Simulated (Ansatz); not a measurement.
`N#CC[SiH3]` + HI → `[SiH3]CI` + `C#N` at 298.15 K and 1 bar (substitution at a C–C bond).

Program: Ansatz. Geometries: PBE0-D4/def2-TZVP. ΔE: electronic, gas phase. CCSD(T)/CBS is the MP2 limit (def2-TZVPP, def2-QZVPP) plus CCSD(T) − MP2 in def2-TZVPP, frozen cores. This one scheme is used for every species. Elements past krypton have def2 core potentials. For I outer-core shells are correlated without core-valence functions, which leaves a few kJ/mol of doubt a bond.

| species | CCSD(T)/CBS energy (Eh) | H − E (kJ/mol) | S (J/(mol·K)) |
| --- | --- | --- | --- |
| `N#CC[SiH3]` | -422.87241 | 176.6 | 307.1 |
| HI | -298.03592 | 22.7 | 206.5 |
| `[SiH3]CI` | -627.57596 | 152.3 | 316.2 |
| `C#N` | -93.32098 | 52.4 | 201.2 |

H − E and S are ideal-gas, rigid-rotor, harmonic terms from PBE0-D4/def2-TZVP. 1 Eh = 2625.50 kJ/mol, R = 8.31446 J/(mol·K).

Question: By hand: ΔE, ΔH, ΔS and ΔG.

Answer: ΔE = (-627.57596) + (-93.32098) − (-422.87241) − (-298.03592) = 0.01139 Eh = 29.9 kJ/mol. Δ(H − E) = 152.3 + 52.4 − 176.6 − 22.7 = 5.4, so ΔH = 35.3 kJ/mol. ΔS = 316.2 + 201.2 − 307.1 − 206.5 = 3.8 J/(mol·K). ΔG = 35.3 − 298.15 × (3.8)/1000 = 34.2 kJ/mol.

Question: By hand: the equilibrium constant, and the temperature at which ΔG would vanish if ΔH and ΔS stayed fixed.

Answer: log₁₀ K = −ΔG/(RT ln 10) = -6.0. ΔG = 0 at ΔH/ΔS = 9289 K, far beyond where these terms or the molecules hold.

The number of gas molecules stays the same, so ΔS is small and ΔH decides. A doubt of 5 kJ/mol in ΔE shifts log₁₀ K by 0.9 here. These are equilibria of isolated gas molecules and say nothing of rates. Largest T1 diagnostic: 0.014 (customary marks: 0.02 for closed shells, 0.045 for open ones).
